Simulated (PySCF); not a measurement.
B₃H₆Si (calculated)

Computed with PySCF 2.14.0. Calculation on a computer-drawn molecule: the log of a Hartree-Fock and frozen-core CCSD(T) single point meant for a local Hartree-Fock minimum, with one planted fault or none, to be diagnosed. Offsets are logged minus clean, where the clean run is the same molecule without the fault. The reference is restricted for singlets and unrestricted otherwise, and also for a bond in bohr or an excited solution. Adding or removing an electron swaps singlet and doublet. The excited solution moves the top pair (singlet) or top alpha electron (doublet) to the lowest empty orbital. Highest occupied and lowest empty are orbital energies over both spins, largest force is the largest gradient component, triples share is (T) over the correlation energy, the T1 limit is 0.02 restricted and 0.045 unrestricted, electrons count all cores, a negative frequency is imaginary (commonest isotopes), and the dipole is about the centre of nuclear charge.

## B₃H₆Si

Logged structure:
```xyz
10
B3H6Si
B     -0.4228    -2.3417     0.8025
B     -0.1526    -0.9161     0.0188
B     -0.5794     0.5932     0.6042
Si     0.7947    -0.9421    -1.8521
H     -0.6039    -3.3738     1.3416
H     -1.6463     1.0513     0.3195
H      0.2095     1.2136     1.2538
H     -0.0668    -1.7688    -2.7179
H      0.8978     0.4489    -2.3153
H      2.1113    -1.5628    -1.6138
```

```
meant charge                         : 1
meant multiplicity                   : 1
meant basis                          : cc-pV(D+d)Z
logged electrons                     : 34
logged basis functions               : 95
logged SCF converged                 : yes
logged spin squared                  : 0
logged highest occupied              : -15.979 eV
logged lowest empty                  : -6.1558 eV
logged largest force                 : 1.089e-05 hartree/bohr
logged lowest frequency              : 54.048 cm⁻¹
logged T1 diagnostic                 : 0.021095
logged D1 diagnostic                 : 0.062375
logged triples share                 : 0.029748
logged CC converged                  : yes
logged dipole magnitude              : 6.1218 debye
logged SCF stable within its kind    : yes
logged energy HF                     : -366.103 hartree
logged energy CCSD(T)                : -366.49012 hartree
possible faults                      : no fault, one electron removed, one electron added, multiplicity raised by two, geometry at a saddle point, SCF held on an excited solution, minimal basis STO-3G, one bond length entered in bohr, all coordinates scaled
planted fault                        : no fault
HF energy offset from clean run      : 0 kcal/mol
CCSD(T) energy offset from clean run : 0 kcal/mol
```

Drawn bonds:
```
atom  other atom  order
   1           2      1
   2           3      1
   2           4      1
   1           5      1
   3           6      1
   3           7      1
   4           8      1
   4           9      1
   4          10      1
```

Notes: T1 above single-reference limit.
